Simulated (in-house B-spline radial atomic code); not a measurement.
Ionising Pt XLIII (Pt42+) with different functionals

Computed with a radial B-spline atomic code at the basis-set limit: scalar-relativistic (spin-free X2C) Hamiltonian, Fermi nucleus of rms radius 5.427 fm, spin-polarised at highest spin, spherical fractional occupations for the functionals. The ionisation energy is the difference of two self-consistent energies, [Ar] 3d10 4s2 4p6 → [Ar] 3d10 4s2 4p5, without Breit or QED terms; ε is the level of the shell that loses the electron (its least bound occupied spin orbital). There is no spin-orbit coupling in this Hamiltonian.

Hybrids are left out here: with spherical fractional occupations of an open shell their exact exchange keeps a self-interaction that integer-occupation calculations don't have.

```
method      rung  ΔSCF (eV)  -ε(4p) (eV)
  BP86       GGA     2212.6       2183.8
  BLYP       GGA          ?            ?
   PBE       GGA     2212.1       2183.3
  PW91       GGA          ?            ?
  SCAN  meta-GGA     2214.2       2186.0
```

Question: What does PW91 give?

Answer: ΔSCF 2212.5 eV, and -ε(4p) = 2183.7 eV.

Question: What does BLYP give?

Answer: ΔSCF 2212.0 eV, and -ε(4p) = 2183.1 eV.

Question: How do they compare with the NIST value?

Answer: NIST lists 2171 eV ± 4 (tabulated theory, ground level to ground level). Errors run from +41.0 to +43.2 eV. The correlated functionals all miss on the same side by more than they spread, so the cause is common to them (spin-orbit coupling, Breit-QED terms, multiplet and fine-structure energies, or a listed next ion that isn't the cheapest removal here) and closeness doesn't rank the functionals.
